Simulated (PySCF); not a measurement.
C2H5O, SMILES [CH](O)C, multiplicity 2.

Coordinates come from a PBE0-D3(BJ)/def2-TZVP optimisation. The isomer is the one that the SMILES or the coordinates give; other isomers of the formula were not compared. One conformer was computed; it need not be the lowest.

Two levels are set side by side: PBE/def2-TZVPD (PySCF) and CAM-B3LYP/def2-TZVPD (PySCF). Same geometry, gas phase. Differences are taken from unrounded values.

| quantity | CAM-B3LYP |
|---|---|
| α-spin orbital gap (eV) | 6.99 |
| β-spin orbital gap (eV) | 11.51 |
| dipole moment (D) | 1.30 |
| mean polarisability (bohr³) | 33.1 |

### Question
What does PBE give, and how far is it from CAM-B3LYP? (Estimate from the structure and the level; the computed values follow.)

### Answer

```csv
quantity,PBE,PBE minus CAM-B3LYP
α-spin orbital gap (eV),2.93,-4.07
β-spin orbital gap (eV),6.33,-5.18
dipole moment (D),1.22,-0.09
mean polarisability (bohr³),35.6,2.5
```

PBE's more diffuse valence density responds more strongly to a field. Differences between two approximate levels are no errors against the true value.

Rough cost on one machine, each run with all the roots and properties that it gave: CAM-B3LYP against PBE within a factor of 2.
